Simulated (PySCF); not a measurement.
Computed IR spectrum (relative IR intensity) of a molecule C4H7BN2. Geometry optimised at PBE0-D3(BJ)/def2-SVP. Other conformers were not sampled. Level of theory: PySCF 2.14.0 with PBE0-D3(BJ)/def2-SVP. Harmonic, unscaled wavenumbers; measured fundamentals usually lie a few per cent lower.

```json
[
 {"ν (cm⁻¹)": "319", "relative intensity": "19"},
 {"ν (cm⁻¹)": "461", "relative intensity": "10"},
 {"ν (cm⁻¹)": "491", "relative intensity": "2.6"},
 {"ν (cm⁻¹)": "534", "relative intensity": "14"},
 {"ν (cm⁻¹)": "693", "relative intensity": "12"},
 {"ν (cm⁻¹)": "731", "relative intensity": "15"},
 {"ν (cm⁻¹)": "904", "relative intensity": "9.0"},
 {"ν (cm⁻¹)": "924", "relative intensity": "11"},
 {"ν (cm⁻¹)": "1021", "relative intensity": "17"},
 {"ν (cm⁻¹)": "1069", "relative intensity": "36"},
 {"ν (cm⁻¹)": "1162", "relative intensity": "71"},
 {"ν (cm⁻¹)": "1235", "relative intensity": "4.6"},
 {"ν (cm⁻¹)": "1316", "relative intensity": "100"},
 {"ν (cm⁻¹)": "1320", "relative intensity": "9.8"},
 {"ν (cm⁻¹)": "1333", "relative intensity": "22"},
 {"ν (cm⁻¹)": "1392", "relative intensity": "3.6"},
 {"ν (cm⁻¹)": "1411", "relative intensity": "82"},
 {"ν (cm⁻¹)": "1414", "relative intensity": "6.0"},
 {"ν (cm⁻¹)": "1441", "relative intensity": "11"},
 {"ν (cm⁻¹)": "1687", "relative intensity": "15"},
 {"ν (cm⁻¹)": "1696", "relative intensity": "18"},
 {"ν (cm⁻¹)": "3077", "relative intensity": "73"},
 {"ν (cm⁻¹)": "3080", "relative intensity": "17"},
 {"ν (cm⁻¹)": "3114", "relative intensity": "13"},
 {"ν (cm⁻¹)": "3161", "relative intensity": "7.1"}
]
```

### Question
Which structure fits?
(A) N#CC1CB(N)C1
(B) CB1C=NCN=C1
(C) CB1CN=CC=N1
(D) C#C/C=C/B(N)N

### Answer
B, CB1C=NCN=C1
